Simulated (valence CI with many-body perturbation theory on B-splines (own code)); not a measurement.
# Basis-set convergence for Eu24+

Computed by valence CI with perturbative core correlation (CI+MBPT): three valence electrons over a frozen Dirac-Fock core [Kr], a basis of 7 s, 7 p, 8 d, 6 f, 4 g, 1 h functions for each j, with the one-electron correlation potential Σ1, the two-electron term Σ2, the three-electron term Σ3, Breit, model QED; selected CI, second order for the rest, scaled by the run's own slope (own B-spline code, finite nucleus).

No measured levels were compared; by estimate terms of the open shell hold to 2 to 4 % of their energy, and close levels can change places. Only levels of the ground parity were solved; by the run's estimate the other parity begins above the list, which can be wrong where configurations are misplaced.

The reference run has the lowest level (4d3/2^3) J=3/2 and an ionisation energy of 796.728 eV. Its largest variational space holds 5210 state functions.

Levels are named by their leading jj configuration (3d3/2^4 stands for four electrons in 3d with j = 3/2), which in mixed levels can hold well under half, so a name can repeat and another be missing. Letters in brackets count levels of one name in rising energy.

Changed runs:
A. basis 6 s, 6 p, 5 d, 5 f, 1 g
B. basis 5 s, 5 p, 4 d, 4 f

Excitation energies of the reference run in cm⁻¹, and shifts in cm⁻¹:

```csv
Level,Reference,A,B
(4d3/2^2 4d5/2) J=5/2 [a],40128,-102,-294
(4d3/2^2 4d5/2) J=3/2,58346,-0.6,+277
(4d3/2^2 4d5/2) J=7/2,59712,-28,+14
(4d3/2^2 4d5/2) J=9/2,65573,+51,+348
(4d3/2^2 4d5/2) J=1/2,68114,-10,+334
(4d3/2^2 4d5/2) J=5/2 [b],103791,-12,+289
(4d3/2 4d5/2^2) J=7/2 [a],105091,+23,+190
(4d3/2 4d5/2^2) J=9/2,111486,-35,+122
(4d3/2 4d5/2^2) J=3/2 [a],123407,+45,+293
(4d3/2 4d5/2^2) J=1/2,129372,+79,+662
(4d3/2 4d5/2^2) J=11/2,135015,+83,+705
(4d3/2 4d5/2^2) J=5/2 [a],142308,+147,+798
Ionisation energy (eV),796.728,-0.035,-0.084
```
